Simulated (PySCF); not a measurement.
Peak assignment

Molfile (atoms numbered from 1):
```
C6H10N2Si
     RDKit          3D

 19 19  0  0  0  0  0  0  0  0999 V2000
    3.6179    0.9570    1.7921 N   0  0  0  0  0  0  0  0  0  0  0  0
    2.7032    0.3127    1.5461 C   0  0  0  0  0  0  0  0  0  0  0  0
    1.1997   -0.7188    1.1354 Si  0  0  0  0  0  4  0  0  0  0  0  0
    0.6173   -0.0604   -0.5611 C   0  0  2  0  0  0  0  0  0  0  0  0
    0.0826    1.3703   -0.4457 C   0  0  0  0  0  0  0  0  0  0  0  0
   -1.2856    1.3643    0.1717 C   0  0  0  0  0  0  0  0  0  0  0  0
   -2.0774    0.3934    0.2523 N   0  0  0  0  0  0  0  0  0  0  0  0
   -1.7322   -0.8929   -0.2867 C   0  0  0  0  0  0  0  0  0  0  0  0
   -0.4886   -0.9180   -1.1767 C   0  0  0  0  0  0  0  0  0  0  0  0
    0.2492   -0.4842    2.2230 H   0  0  0  0  0  0  0  0  0  0  0  0
    1.6311   -2.1148    1.0328 H   0  0  0  0  0  0  0  0  0  0  0  0
    1.4769   -0.0604   -1.2434 H   0  0  0  0  0  0  0  0  0  0  0  0
    0.7491    2.0031    0.1462 H   0  0  0  0  0  0  0  0  0  0  0  0
    0.0021    1.8294   -1.4383 H   0  0  0  0  0  0  0  0  0  0  0  0
   -1.6346    2.3028    0.5909 H   0  0  0  0  0  0  0  0  0  0  0  0
   -1.6083   -1.5679    0.5682 H   0  0  0  0  0  0  0  0  0  0  0  0
   -2.6108   -1.2416   -0.8395 H   0  0  0  0  0  0  0  0  0  0  0  0
   -0.1557   -1.9487   -1.3133 H   0  0  0  0  0  0  0  0  0  0  0  0
   -0.7457   -0.5161   -2.1615 H   0  0  0  0  0  0  0  0  0  0  0  0
  1  2  3  0
  2  3  1  0
  3  4  1  0
  4  5  1  0
  5  6  1  0
  6  7  2  0
  7  8  1  0
  8  9  1  0
  9  4  1  0
  3 10  1  0
  3 11  1  0
  4 12  1  6
  5 13  1  0
  5 14  1  0
  6 15  1  0
  8 16  1  0
  8 17  1  0
  9 18  1  0
  9 19  1  0
M  END
```

- PBE0/pcSseg-1 with gauge-including orbitals
- structure optimised with GFN2-xTB
- code: PySCF 2.14.0 with density-fitted response routines
- non-relativistic Hamiltonian, in vacuum, one computed conformer

References, each an isolated molecule treated in the same way: 13C, 1H vs TMS.

(1) Assign these signals to the numbered atoms. 13C{1H} NMR (computed): δ 165.4 (CH), 123.8 (C), 51.3 (CH2), 33.1 (CH2), 28.5 (CH2), 19.7 (CH).

(2) Assign these signals to the numbered atoms. 1H NMR (400 MHz, computed): δ 8.02 (m, 1H), 4.34 (m, 1H), 4.32 (m, 1H), 4.28 (m, 1H), 3.53 (m, 1H), 2.48 (m, 1H), 2.44 (m, 1H), 2.03 (m, 1H), 1.81 (m, 1H), 1.65 (m, 1H).

Answers

(1) 
| δ (ppm) | atoms | environment | reason |
| --- | --- | --- | --- |
| 165.4 | C6 | C=N carbon | – |
| 123.8 | C2 | nitrile carbon | C≡N carbons fall here, among the sp2 signals but without a proton |
| 51.3 | C8 | sp3 CH2 bonded to N | pulled downfield by the heteroatom |
| 33.1 | C5 | sp3 CH2 in a ring | a saturated carbon with 2 carbon neighbours and no heteroatom attached |
| 28.5 | C9 | sp3 CH2 in a ring | – |
| 19.7 | C4 | sp3 CH bonded to Si | – |

(2) 
```tsv
δ (ppm)	atoms	environment	reason
8.02	H15	hydrogen on a C=N carbon	–
4.34	H10	hydrogen on a silicon bonded to 2 C	–
4.32	H17	hydrogen on an sp3 CH2 bonded to N	its carbon carries N, hence the downfield position
4.28	H11	hydrogen on a silicon bonded to 2 C	–
3.53	H16	hydrogen on an sp3 CH2 bonded to N	its carbon carries N, an electronegative neighbour
2.48	H14	hydrogen on an sp3 CH2 in a ring	–
2.44	H13	hydrogen on an sp3 CH2 in a ring	–
2.03	H19	hydrogen on an sp3 CH2 in a ring	–
1.81	H12	hydrogen on an sp3 CH bonded to Si	–
1.65	H18	hydrogen on an sp3 CH2 in a ring	–
```

H10 and H17; H17 and H11; H14 and H13 lie closer than the usual error of such a calculation, so a measured spectrum could show them in the other order.

Shifts are as computed. Against solution values, carbons near 30 ppm lie about +3 ppm off and those near 130 ppm about +5 ppm. Of 1211 compounds with measured shifts, 218 miss one by over three times the rms of a fit or turn the order of signals round; such compounds aren't used in these exercises. No couplings were computed; multiplicities are counted from neighbouring protons, with m where these are inequivalent, close in shift, in a saturated or five-membered ring or joined by F or P, and br s for small geminal =CH2 splittings.
